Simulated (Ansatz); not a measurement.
Relaxation of ClFGeH$_{3}$ (6 atoms, charge 0, multiplicity 2), to a largest force component of 0.03 eV/Å in at most 50 steps.

Level of theory: UKS PBE-D4/def2-SVP in Ansatz.

```xyz
6
Properties=species:S:1:pos:R:3:forces:R:3
Ge 0.148 0.000 -0.129 0.02 0.00 0.03
H 0.491 -0.001 2.597 -0.76 0.00 0.43
F 1.468 0.000 -1.307 -0.02 0.00 0.01
H -0.671 1.308 -0.401 0.01 0.00 0.01
H -0.671 -1.307 -0.400 0.01 0.00 0.01
Cl -0.641 0.000 3.318 0.75 0.00 -0.49
```

Where does it end, and by what steps?

The run converged. After 5 steps the energy has fallen by 0.027 eV; H2 moved furthest, 0.32 Å.

| step | energy less start (eV) | largest force component (eV/Å) | accepted |
| --- | --- | --- | --- |
| 0 | 0.0000 | 0.760 | yes |
| 1 | -0.0194 | 0.210 | yes |
| 2 | -0.0023 | 0.747 | no |
| 3 | -0.0236 | 0.074 | yes |
| 4 | -0.0234 | 0.178 | no |
| 5 | -0.0266 | 0.023 | yes |

```xyz
6
Properties=species:S:1:pos:R:3
Ge 0.154 0.000 -0.053
H 0.360 0.000 2.308
F 1.479 0.000 -1.222
H -0.655 1.312 -0.309
H -0.656 -1.312 -0.309
Cl -0.558 0.000 3.264
```

Whether the end is a true minimum wasn't checked by a vibrational analysis.

Time of the run: 9.9 s on 2 threads of Arm Neoverse V2 (shared host), peak memory 0.16 GiB.
